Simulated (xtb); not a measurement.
AsF₂GaH₂, SMILES [F][Ga]([F])[AsH2]. All values are semi-empirical tight-binding results from xtb (GFN2-xTB unless named), good for trends rather than for accurate numbers. Geometry optimised at GFN2-xTB.

Optimised geometry:

Bonded distances (Å): Ga1–As2 2.418, Ga1–F5 1.782, Ga1–F6 1.778, As2–H3 1.507, As2–H4 1.502. Angles (°): As2–Ga1–F5 123.0, As2–Ga1–F6 125.0, F5–Ga1–F6 112.1, Ga1–As2–H3 88.4, Ga1–As2–H4 88.4, H3–As2–H4 89.4.
Charge 0, spin multiplicity 1.

A frequency run showed that this geometry is not a minimum.

For metal compounds this method's bond lengths and energies can be far off.

Computed properties:
orbital gap: 3.99 eV

Give the atomic charges and the Wiberg bond orders between heavy atoms. (Estimate from the structure and the level; the computed values follow.)

charges (e) Ga1 0.24, As2 0.24, H3 0.03, H4 0.04, F5 -0.28, F6 -0.28. Bond orders Ga1–As2 0.88, Ga1–F5 1.10, Ga1–F6 1.11.
